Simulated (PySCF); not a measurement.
Fine-structure interval of P¹⁰⁺ by level of theory

P¹⁰⁺ [He] 2s2 2p1 [2p1/2^1, M_J = 1/2] → P¹⁰⁺ [He] 2s2 2p1 [2p3/2^1, M_J = 3/2], as a difference of total energies. All numbers are calculated (PySCF 2.14, the two-component X2C-1e Hamiltonian, in an uncontracted even-tempered set (18 s from 1.4 bohr⁻², ratio 2.4; 11 p from 1.9 bohr⁻², ratio 2.4; 5 d from 7.1 bohr⁻², ratio 2.6; 5 f from 11 bohr⁻², ratio 2.6)). Correlated levels: nothing frozen; the 36 highest virtual spinors dropped. "Screened" scales the spin-orbit matrix elements by Boettger's factors to mimic the two-electron term; Breit and QED terms are absent.

```json
{"method": "GHF (screened spin-orbit)", "fine-structure interval (cm⁻¹)": "11099"}
{"method": "GMP2 (screened spin-orbit)", "fine-structure interval (cm⁻¹)": "10250"}
{"method": "GHF (bare spin-orbit)", "fine-structure interval (cm⁻¹)": "12702"}
```
